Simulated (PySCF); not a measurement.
F3OW (SMILES [O]=[W+]([F])([F])[F]), charge +1, singlet, at a GFN2-xTB geometry (such geometries of metal compounds can be far from the true shape) (the multiplicity is a formal guess) (core potentials on W); DF-B3LYP5/def2-SVP in PySCF.

Input for PySCF:
```python
from pyscf import gto, scf, dft

mol = gto.M(
    atom='''
W     0.03276909    0.01661360   -0.03832689
O     1.06473280    0.53980879   -1.24531676
F     0.85407835   -0.92010144    1.24100277
F    -1.27389095   -1.04545804   -0.63272718
F    -0.79605128    1.34912875    0.81380483
''',
    basis='def2-svp',
    ecp={'W': 'def2-svp'},
    charge=1,
    verbose=4,
)

mf = dft.RKS(mol)
mf.xc = 'b3lyp5'
mf = mf.density_fit(auxbasis='def2-universal-jkfit')
mf.kernel()
```

It wrote (shortened):

```
PySCF version 2.14.0

[INPUT] verbose = 4
[INPUT] num. atoms = 5
[INPUT] num. electrons = 48
[INPUT] charge = 1
[INPUT] spin (= nelec alpha-beta = 2S) = 0
[INPUT] symmetry False subgroup None
[INPUT] Mole.unit = angstrom
[INPUT] Symbol           X                Y                Z      unit          X                Y                Z       unit  Magmom
[INPUT]  1 W      0.032769090000   0.016613600000  -0.038326890000 AA    0.061924605451   0.031395153943  -0.072427325306 Bohr   0.0
[INPUT]  2 O      1.064732800000   0.539808790000  -1.245316760000 AA    2.012053387841   1.020090772733  -2.353307614731 Bohr   0.0
[INPUT]  3 F      0.854078350000  -0.920101440000   1.241002770000 AA    1.613974170420  -1.738739728418   2.345155355127 Bohr   0.0
[INPUT]  4 F     -1.273890950000  -1.045458040000  -0.632727180000 AA   -2.407305008062  -1.975629370325  -1.195681081768 Bohr   0.0
[INPUT]  5 F     -0.796051280000   1.349128750000   0.813804830000 AA   -1.504318900309   2.549483844277   1.537868247548 Bohr   0.0

nuclear repulsion = 232.31251442537
number of shells = 36
number of NR pGTOs = 153
number of NR cGTOs = 88
basis = def2-svp
ecp = {'W': 'def2-svp'}

******** <class 'pyscf.df.df_jk.DFRKS'> ********
method = DFRKS
initial guess = minao
damping factor = 0
level_shift factor = 0
DIIS = <class 'pyscf.scf.diis.CDIIS'>
diis_start_cycle = 1
diis_space = 8
diis_damp = 0
SCF conv_tol = 1e-09
SCF conv_tol_grad = None
SCF max_cycles = 50
direct_scf = False
XC library pyscf.dft.libxc version 7.1.2
    S. Lehtola, C. Steigemann, M. J. T. Oliveira, and M. A. L. Marques,  SoftwareX 7, 1–5 (2018)
XC functionals = b3lyp5
    P. A. M. Dirac,  Math. Proc. Cambridge Philos. Soc. 26, 376 (1930)
    F. Bloch,  Z. Phys. 57, 545 (1929)
    A. D. Becke,  Phys. Rev. A 38, 3098 (1988)
    C. Lee, W. Yang, and R. G. Parr,  Phys. Rev. B 37, 785 (1988)
    B. Miehlich, A. Savin, H. Stoll, and H. Preuss,  Chem. Phys. Lett. 157, 200 (1989)
    S. H. Vosko, L. Wilk, and M. Nusair,  Can. J. Phys. 58, 1200 (1980)
radial grids:
    Treutler-Ahlrichs [JCP 102, 346 (1995); DOI:10.1063/1.469408] (M4) radial grids

becke partition: Becke, JCP 88, 2547 (1988); DOI:10.1063/1.454033
pruning grids: <function nwchem_prune>
grids dens level: 3
symmetrized grids: False
atomic radii adjust function: <function treutler_atomic_radii_adjust>
small_rho_cutoff = 0
Set gradient conv threshold to 3.16228e-05
Initial guess from minao.
tot grids = 81176
******** <class 'pyscf.df.df.DF'> ********
auxbasis = def2-universal-jkfit
init E= -429.217755713101
  HOMO = -0.673579101322231  LUMO = -0.315536318793572  gap/eV = 9.74284
cycle= 1 E= -440.657224291915  delta_E= -11.4  |g|= 1.69  |ddm|= 7.21
  HOMO = -0.55732880753223  LUMO = -0.500166045360859  gap/eV = 1.55548
cycle= 2 E= -433.90868136037  delta_E= 6.75  |g|= 5.29  |ddm|= 5.13
  HOMO = -0.643910562892405  LUMO = -0.364372557003594  gap/eV = 7.60662
cycle= 3 E= -441.046755552261  delta_E= -7.14  |g|= 0.993  |ddm|= 4.46
  HOMO = -0.612108325140497  LUMO = -0.381211387861987  gap/eV = 6.28303
cycle= 4 E= -441.184633803038  delta_E= -0.138  |g|= 0.562  |ddm|= 1.01
  HOMO = -0.662275192029007  LUMO = -0.404982604238798  gap/eV = 7.00129
cycle= 5 E= -441.242365451827  delta_E= -0.0577  |g|= 0.0733  |ddm|= 0.376
  HOMO = -0.650669539966261  LUMO = -0.390212011780261  gap/eV = 7.08741
cycle= 6 E= -441.243151831378  delta_E= -0.000786  |g|= 0.0471  |ddm|= 0.0736
  HOMO = -0.654172754151238  LUMO = -0.39066117783868  gap/eV = 7.17052
cycle= 7 E= -441.24357399865  delta_E= -0.000422  |g|= 0.00924  |ddm|= 0.0257
  HOMO = -0.654226327009085  LUMO = -0.390299402394933  gap/eV = 7.18182
cycle= 8 E= -441.243589447734  delta_E= -1.54e-05  |g|= 0.0019  |ddm|= 0.00484
  HOMO = -0.654307579901737  LUMO = -0.39030035519784  gap/eV = 7.18400
cycle= 9 E= -441.243590089506  delta_E= -6.42e-07  |g|= 0.000406  |ddm|= 0.000966
  HOMO = -0.654318904260788  LUMO = -0.390278614080231  gap/eV = 7.18490
cycle= 10 E= -441.243590122423  delta_E= -3.29e-08  |g|= 8.07e-05  |ddm|= 0.000312
  HOMO = -0.654317774306637  LUMO = -0.390278561081641  gap/eV = 7.18487
cycle= 11 E= -441.243590123473  delta_E= -1.05e-09  |g|= 2.45e-05  |ddm|= 6.32e-05
  HOMO = -0.654318815388767  LUMO = -0.390278550060842  gap/eV = 7.18490
cycle= 12 E= -441.243590123582  delta_E= -1.08e-10  |g|= 2.36e-06  |ddm|= 1.7e-05
  HOMO = -0.654318253224758  LUMO = -0.390278756065076  gap/eV = 7.18488
Extra cycle  E= -441.243590123571  delta_E= 1.09e-11  |g|= 7.83e-06  |ddm|= 6.65e-06
converged SCF energy = -441.243590123571
```
